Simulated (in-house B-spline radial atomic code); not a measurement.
Configurations of the tin ion Sn⁺, with energies counted from [Kr] 4d10 5s2 5p1. Level of theory: Dirac-Hartree-Fock, average of configuration, Fermi nucleus of rms radius 4.6519 fm; calculated with a B-spline radial code for spherical atoms. Energies include first-order Breit, QED and recoil terms.

Occupations are held fixed; configurations that lie above the ionisation limit could autoionise.

```json
{"configuration": "[Kr] 4d10 5s2 8s1", "E - E(ref) (eV)": "11.273", "highest orbital": "8s1/2", "its <r> (bohr)": "17.32"}
{"configuration": "[Kr] 4d10 5s2 8p1", "E - E(ref) (eV)": "11.632", "highest orbital": "8p3/2", "its <r> (bohr)": "19.99"}
{"configuration": "[Kr] 4d10 5s2 7f1", "E - E(ref) (eV)": "12.522", "highest orbital": "7f5/2", "its <r> (bohr)": "33.27"}
{"configuration": "[Kr] 4d10 5s2 8f1", "E - E(ref) (eV)": "12.786", "highest orbital": "8f5/2", "its <r> (bohr)": "44.44"}
{"configuration": "[Kr] 4d10 5s1 5p1 6f1", "E - E(ref) (eV)": "18.896", "highest orbital": "6f5/2", "its <r> (bohr)": "23.43"}
{"configuration": "[Kr] 4d10 5s1 5p1 8f1", "E - E(ref) (eV)": "19.571", "highest orbital": "8f5/2", "its <r> (bohr)": "44.21"}
{"configuration": "[Kr] 4d9 5s2 5p1 6s1", "E - E(ref) (eV)": "32.919", "highest orbital": "6s1/2", "its <r> (bohr)": "5.646"}
{"configuration": "[Ar] 3d9 4s2 4p6 4d10 5s2 5p1 7f1", "E - E(ref) (eV)": "504.35", "highest orbital": "7f5/2", "its <r> (bohr)": "32.98"}
```

Problem. Order these further configurations by energy, lowest first.
A. [Kr] 4d9 5s2 5p1 6f1
B. [Kr] 4d10 5s2 7d1
C. [Kr] 4d9 5s2 5p1 7f1
D. [Kr] 4d10 5s1 5p1 7d1
E. [Kr] 4d9 5s2 5p1 5g1

Solution. B (11.499 eV), D (18.26 eV), E (38.241 eV), A (38.877 eV), C (39.287 eV).

Problem. How far above the reference does [Ar] 3d9 4s2 4p6 4d10 5s2 5p2 lie?

Solution. 490.17 eV; its least bound orbital is 5p3/2 with <r> = 2.748 bohr.

Problem. How far above the reference does [Kr] 4d10 5s1 5p1 5d1 lie?

Solution. 14.21 eV; its least bound orbital is 5d5/2 with <r> = 5.147 bohr.

Problem. How far above the reference does [Kr] 4d10 5s2 8g1 lie?

Solution. 12.794 eV; its least bound orbital is 8g9/2 with <r> = 42.98 bohr.
